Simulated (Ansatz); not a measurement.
Reactions of `C#[C][GeH2][CH2]Cl`.

Gas-phase electronic energies from Ansatz, PBE0-D4/def2-TZVP geometries. CBS: MP2 limit from def2 TZ/QZ plus the TZ coupled-cluster correction, frozen cores. This one scheme is used for every species. Elements past krypton have def2 core potentials. For Ga, Ge, Sn outer-core shells are correlated without core-valence functions, which leaves a few kJ/mol of doubt a bond. Scalar relativity is left out up to krypton. Each species was taken in one conformer, which may not be the lowest.

Q: Order these by ΔE at CCSD(T)/CBS, lowest first. (An estimate is asked.)
A. `C#[C][GeH2][CH2]Cl` + HCl → `ClCCl` + `C#[C][GeH3]`
B. `C#[C][GeH2][CH2]Cl` + CH₃OH → `Cl[CH2][GeH3]` + `C#CCO`
C. `C#[C][GeH2][CH2]Cl` + `[SnH4]` → `C#[C][SnH3]` + `Cl[CH2][GeH3]`
D. `C#[C][GeH2][CH2]Cl` + `[NH2][GaH2]` → `C#[C][GeH2][GaH][NH2]` + `CCl`
E. `C#[C][GeH2][CH2]Cl` + `C#[C][SnH3]` → `C#[C][GeH2][C]#C` + `Cl[CH2][SnH3]`
F. `C#[C][GeH2][CH2]Cl` + `[SiH3]Cl` → `ClC[SiH2]Cl` + `C#[C][GeH3]`

A: D (-14.6 kcal/mol), F (-3.9 kcal/mol), C (-0.3 kcal/mol), E (+2.0 kcal/mol), B (+9.5 kcal/mol), A (+13.4 kcal/mol).

Largest T1 diagnostic: 0.014, for `[NH2][GaH2]`.
